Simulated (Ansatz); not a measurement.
The same molecule with X = F, Cl, Br. Ansatz, PBE0-D4/def2-TZVP geometries, multiplicity 1. Each molecule was computed in one conformer, which needn't be the lowest.

Scalar relativity is left out up to krypton.

```csv
X,molecule,mean X–Si bond length / Å,HOMO–LUMO gap (PBE0/def2-TZVPP) / eV,LUMO energy (B3LYP/def2-TZVPP) / eV,HOMO–LUMO gap (ωB97M-V/def2-TZVPP) / eV
Cl,`CO[Si](C)(N)Cl`,2.070,8.50,0.48,12.28
Br,`CO[Si](C)(N)Br`,2.241,8.45,0.42,12.20
```

**Question.** Give the row for X = F, `CO[Si](C)(N)F`. (Estimate.)

**Answer.** Computed: 
```json
{"X": "F", "molecule": "`CO[Si](C)(N)F`", "mean X–Si bond length / Å": "1.602", "HOMO–LUMO gap (PBE0/def2-TZVPP) / eV": "8.48", "LUMO energy (B3LYP/def2-TZVPP) / eV": "0.49", "HOMO–LUMO gap (ωB97M-V/def2-TZVPP) / eV": "12.26"}
```

From F to Br the mean X–Si bond length rises at each step, by 0.639 Å in all; the HOMO–LUMO gap (PBE0/def2-TZVPP) isn't monotonic: highest at Cl, lowest at Br; the LUMO energy (B3LYP/def2-TZVPP) falls at each step, by 0.07 eV in all; the HOMO–LUMO gap (ωB97M-V/def2-TZVPP) isn't monotonic: highest at Cl, lowest at Br. Bonds lengthen as the atom grows down the group.

B3LYP here is the variant with VWN-RPA as its local correlation; programs differ in this.

Spin–orbit coupling is left out; it splits and shifts lone-pair levels of the heavy atoms by tenths of an eV.
